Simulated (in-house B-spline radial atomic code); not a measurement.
Ionisation energies along the 22-electron series, configuration 1s2 2s2 2p6 3s2 3p6 3d3/2(4), as differences of self-consistent energies. Dirac energy differences include first-order Breit, QED and recoil terms. NIST's values go from ground level to ground level; the uncertainty of those that are theory runs from under 0.1 % in few-electron ions to several per cent in heavy many-electron ones. Computed with a B-spline radial code for spherical atoms: Dirac-Hartree-Fock, jj configuration that fills j = l - 1/2 first, finite nuclei.

A number in brackets counts the electrons of a j subshell.

| ion | configuration after | ionisation energy (eV) | IE/(q+1)² (eV) | -ε less Coulomb ΔSCF (eV) | Breit and QED recoil part (eV) | tabulated value (eV) | computed minus tabulated (eV) |
| --- | --- | --- | --- | --- | --- | --- | --- |
| V+ | [Ar] 3d3/2(3) | 12.9 | 3.2191 | 2.0913 | 0.0049637 | 14.634 | -1.8 |
| Cr2+ | [Ar] 3d3/2(3) | 29.2 | 3.2404 | 2.025 | 0.0065375 | 30.959 | -1.8 |
| Mn3+ | [Ar] 3d3/2(3) | 49.4 | 3.0902 | 2.0349 | 0.0060913 | 51.21 | -1.8 |
| Fe4+ | [Ar] 3d3/2(3) | 73.3 | 2.9325 | 2.0626 | 0.0038985 | 75 | -1.7 |
| Co5+ | [Ar] 3d3/2(3) | ? | ? | ? | ? | ? | ? |
| Ni6+ | [Ar] 3d3/2(3) | 131.2 | 2.6766 | 2.1211 | -0.0056826 | 132 | -0.8 |
| Cu7+ | [Ar] 3d3/2(3) | 165.0 | 2.5774 | 2.1467 | -0.013227 | 166 | -1.0 |
| Zn8+ | [Ar] 3d3/2(3) | 202.0 | 2.4932 | 2.1697 | -0.022746 | 203 | -1.0 |
| Ga9+ | [Ar] 3d3/2(3) | 242.1 | 2.4211 | 2.1902 | -0.034373 | 244 | -1.9 |
| Ge10+ | [Ar] 3d3/2(3) | ? | ? | ? | ? | ? | ? |
| As11+ | [Ar] 3d3/2(3) | 331.8 | 2.3045 | 2.2255 | -0.064486 | 333 | -1.2 |
| Se12+ | [Ar] 3d3/2(3) | 381.4 | 2.2568 | 2.2407 | -0.083248 | 383 | -1.6 |
| Br13+ | [Ar] 3d3/2(3) | 434.0 | 2.2145 | 2.2547 | -0.10469 | 436 | -2.0 |
| Kr14+ | [Ar] 3d3/2(3) | ? | ? | ? | ? | ? | ? |
| Rb15+ | [Ar] 3d3/2(3) | 548.7 | 2.1432 | 2.2795 | -0.15612 | 550 | -1.3 |
| Sr16+ | [Ar] 3d3/2(3) | 610.6 | 2.1128 | 2.2907 | -0.18642 | 612 | -1.4 |
| Zr18+ | [Ar] 3d3/2(3) | 743.7 | 2.0602 | 2.311 | -0.25692 | 745 | -1.3 |

(1) Fill in the row of Co5+.

(2) Fill in the row of Ge10+.

(3) Fill in the row of Kr14+.

(4) How far is this level of theory from the measured and semi-empirical values?

## Answers

(1) ionisation energy (eV): 100.6; IE/(q+1)² (eV): 2.794; -ε less Coulomb ΔSCF (eV): 2.0927; Breit and QED recoil part (eV): -1.2972e-05; tabulated value (eV): 102; computed minus tabulated (eV): -1.4.

(2) ionisation energy (eV): 285.4; IE/(q+1)² (eV): 2.3588; -ε less Coulomb ΔSCF (eV): 2.2087; Breit and QED recoil part (eV): -0.048238; tabulated value (eV): 286; computed minus tabulated (eV): -0.6.

(3) ionisation energy (eV): 489.8; IE/(q+1)² (eV): 2.1769; -ε less Coulomb ΔSCF (eV): 2.2676; Breit and QED recoil part (eV): -0.12892; tabulated value (eV): 492; computed minus tabulated (eV): -2.2.

(4) Over those 6 rows the differences run from -1.8 to -1.05 eV (mean absolute value 1.6 eV). The calculation leaves out correlation and, in open shells, the multiplet splittings that an average leaves out.
